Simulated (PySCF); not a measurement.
ClPb (SMILES [Cl][Pb+]), charge +1, singlet, geometry from GFN2-xTB (such geometries of metal compounds can be far from the true shape) (core potentials on Pb). Base run: CAMB3LYP/def2-SV(P) run with PySCF.

PySCF was given this input:
```python
from pyscf import gto, scf, dft

mol = gto.Mole()
mol.atom = '''
    Pb   -0.00000000   -0.00000000   -0.40772011
    Cl    0.00000000    0.00000000    1.96664995
'''
mol.basis = 'def2-sv(p)'
mol.ecp = {'Pb': 'def2-sv(p)'}
mol.charge = 1
mol.verbose = 4
mol.build()

mf = dft.RKS(mol)
mf.xc = 'camb3lyp'
mf.kernel()
mf.analyze()
```

Variants of this job, named by their change:

| change | ΔE vs base (mEh) | grid points | electrons on the grid | outcome |
|---|---|---|---|---|
| base | 0.000 | 42112 | 38.00000 | converged |
| small_rho_cutoff = 0 | 0.000 | 42112 | 38.00000 | converged |
| grids.atom_grid = (50, 194) | -0.012 | 12512 | 38.00003 | converged |
| grids.level = 0 | 46.184 | 4872 | 37.99197 | converged |
| grids.level = 2 | 0.010 | 26728 | 38.00000 | converged |
| grids.prune = dft.gen_grid.sg1_prune | - | - | - | input refused |
| grids.radi_method = mura_knowles | 0.000 | 36640 | 38.00000 | converged |
| grids.level = 5 | 0.001 | 92104 | 38.00000 | converged |
| grids.prune = dft.gen_grid.treutler_prune | 0.000 | 41440 | 38.00000 | converged |
| grids.level = 4 | 0.000 | 62032 | 38.00000 | converged |
| grids.radi_method = gauss_chebyshev | 0.000 | 39696 | 38.00000 | converged |

- grids.prune = dft.gen_grid.sg1_prune: ended with `IndexError: index 82 is out of bounds for axis 0 with size 19`
